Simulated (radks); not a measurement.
Valence configurations of Bi2+. Calculated with a radial shooting solver on a logarithmic mesh with Libxc functionals: Dirac Kohn-Sham, LDA (Slater exchange, Perdew-Wang correlation), spin-unpolarised, spherical densities, finite nucleus; open shells fill j = l - 1/2 first; Fermi nuclear charge, rms radius 5.5211 fm. Energies are relative to [Hg] 6p1; eigenvalues in eV.

\begin{tabular}{lrrrrrr}
valence & E (eV) & e(4f5/2) & e(4f7/2) & e(5d3/2) & e(5d5/2) & e(6p1/2) \\ \hline
[Hg] 6p1 & 0.000 & -172.68 & -167.18 & -45.989 & -42.946 & -21.274 \\
[Xe] 4f14 5d9 6s2 6p2 & 23.011 & -178.59 & -173.09 & -50.367 & -47.196 & -22.839 \\
[Xe] 4f14 5d8.5 6s2 6p2.5 & 37.118 & -181.96 & -176.45 & -52.905 & -49.667 & -23.807 \\
[Xe] 4f14 5d8 6s2 6p3 & 52.064 & -185.33 & -179.83 & -55.426 & -52.120 & -24.750 \\
[Xe] 4f13 5d10 6s2 6p2 & 154.93 & -192.78 & -187.13 & -52.497 & -49.137 & -23.071 \\
[Xe] 4f13 5d10 6p4 & 181.83 & -196.70 & -191.05 & -56.065 & -52.661 & -25.028 \\
[Xe] 4f13 5d9 6s2 6p3 & 185.80 & -199.67 & -194.01 & -57.688 & -54.192 & -25.012 \\
[Xe] 4f13 5d9 6s1 6p4 & 200.00 & -201.58 & -195.93 & -59.419 & -55.901 & -25.948 \\
[Xe] 4f13 5d8 6s1 6p5 & 235.24 & -208.44 & -202.78 & -64.464 & -60.812 & -27.745 \\
[Xe] 4f12 5d10 6s2 6p3 & 331.81 & -214.30 & -208.50 & -59.945 & -56.257 & -25.259 \\
\end{tabular}

NIST lists [Hg] 6p1 as the ground configuration; this level of theory agrees among the configurations tried. The energies are those of spherical spin-averaged densities, not of single terms.
